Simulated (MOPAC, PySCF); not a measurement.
C₂H₂N₂, SMILES `N=C=C=N`, neutral singlet in the gas phase. 

Cartesian coordinates (Å):
SMILES: N=C=C=N
```xyz
6

N     -1.8073    -0.3165    -0.1645
C     -0.6451    -0.0349     0.1629
C      0.6451     0.0347     0.0954
N      1.8073     0.3165     0.4226
H     -2.5067     0.0062     0.5108
H      2.5067    -0.0060    -0.2527
```
Charge 0, spin multiplicity 1.

All levels are single points at this geometry (B3LYP-D3(BJ)/def2-TZVP); Pople sets use spherical d functions. Orbital energies aren't observables, and empty levels follow the basis.

```tsv
level	HOMO (eV)	LUMO (eV)	gap (eV)	dipole (D)	vertical IE, Delta-SCF (eV)
B3LYP-D3(BJ)/def2-TZVP in PySCF	-6.14	-2.94	3.20	0.00	8.76
PBE-D3(BJ)/def2-TZVP in PySCF	-5.09	-3.69	1.40	0.00	8.54
B3LYP/3-21G in PySCF	-5.45	-2.31	3.14	0.00	–
B3LYP/6-311+G** in PySCF	-6.20	-3.03	3.17	0.00	–
B3LYP/6-31G* in PySCF	-5.78	-2.55	3.23	0.00	8.54
BP86/6-31G* in PySCF	-4.85	-3.43	1.42	0.00	–
PBE/6-31G* in PySCF	-4.73	-3.32	1.41	0.00	8.33
SVWN5/6-31G* in PySCF	-4.81	-3.53	1.28	0.00	8.48
HF/3-21G in PySCF	-8.80	1.75	10.56	0.00	–
HF/STO-3G in PySCF	-6.82	4.74	11.56	0.00	–
AM1 in MOPAC	-9.03	-0.47	8.55	0.00	–
PM3 in MOPAC	-8.64	-0.51	8.12	0.00	–
PM7 in MOPAC	-9.12	-1.06	8.05	0.00	–
```
